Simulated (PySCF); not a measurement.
C₂H₅F₂NSi, SMILES C(=N\C)/[SiH](F)F.

The structure is a stationary point at r2SCAN-D4/def2-SVP. The structure was generated by enumeration; whether it is a known compound was not checked. Other conformers were not sampled.

Computed with B3LYP/def2-TZVP (PySCF).

Isolated molecule, no solvent.

* **total energy**: -623.43947 hartree
* **highest occupied level**: -7.52 eV
* **lowest empty level**: -1.68 eV
* **orbital gap**: 5.84 eV
* **dipole moment**: 2.57 D
* **quadrupole, principal values (traceless, Buckingham form, about the centre of nuclear charge)**: -3.75, -3.08, 6.83 D·Å
* **mean static polarisability**: 56.0 bohr³ (8.30 Å³)
* **polarisability, principal values**: 42.5, 52.0, 73.6 bohr³
